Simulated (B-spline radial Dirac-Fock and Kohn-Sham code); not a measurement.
**Os⁶²⁺: eigenvalues, ΔSCF and the reference**

System: the Os⁶²⁺ ion in the configuration [Ne] 3s2 3p2.

The density-functional columns are spherical, spin-unpolarised Dirac-Kohn-Sham results without Breit or QED terms: −ε is minus the orbital energy of the initial state and ΔSCF the difference of two total energies. The reference in the last column comes from relaxed Dirac-Fock hole states (ΔSCF) with Breit and QED corrections and a finite nucleus. All numbers are from a radial finite-basis atomic code, in eV; a selection of levels is shown. For the 1s level of heavy atoms much of the gap between ΔSCF and the reference is the Breit and QED part, -378.8 eV here; for other levels the error of the functional can be larger.

```
level   LDA −ε  LDA ΔSCF  Dirac-Fock
   1s  78835.1   79470.7     79099.7
   2s  17743.8   17900.4     17934.2
2p1/2  17271.8   17462.6     17402.6
2p3/2  15701.6   15870.4     15846.4
   3s   7170.5    7235.0      7220.7
   3p   6719.3    6785.3      6774.1
```

Values without a named source are computed, but for edge energies of neutral atoms, which are taken from tables.
